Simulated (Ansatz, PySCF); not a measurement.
Gas-phase reaction in SMILES: NC=O → [NH2] (NH2) + [CH]=O (the C-N bond at the site shown breaks; other sites are not compared here)
Geometries: B3LYP-D3(BJ)/def2-TZVP minima from Ansatz (an electronic-structure program), one conformer each, not searched for the lowest.

Wanted: bond dissociation energy (enthalpy at 298 K, with B3LYP-D3(BJ) rigid-rotor harmonic-oscillator terms from PySCF), in kJ/mol. Cores are frozen in the correlated levels unless marked. Open shells are spin-unrestricted. Spin-orbit coupling is left out. Non-relativistic. CBS marks a two-point X^-3 extrapolation of the correlation energy; Hartree-Fock from the larger set. [CCSD(T)-MP2]/basis is that difference in the basis named.

Level to compare with: RI-MP2/CBS(aug-cc-pVTZ,aug-cc-pVQZ)+[CCSD(T)-MP2]/aug-cc-pVTZ (Ansatz), 416.5 kJ/mol. It is a level with limits of its own, and the differences hold the functionals' basis error too.

Task: Rank these functionals by how close they come to RI-MP2/CBS(aug-cc-pVTZ,aug-cc-pVQZ)+[CCSD(T)-MP2]/aug-cc-pVTZ, closest first: wB97M-V/def2-TZVPD (Ansatz); revPBE/def2-TZVPD (Ansatz); BHLYP/def2-TZVPD (Ansatz).

Result: wB97M-V/def2-TZVPD (range-separated hybrid meta-GGA with VV10, 420.8 kJ/mol, difference 4.3), revPBE/def2-TZVPD (GGA, 395.1 kJ/mol, difference -21.4), BHLYP/def2-TZVPD (global hybrid, 390.9 kJ/mol, difference -25.6)
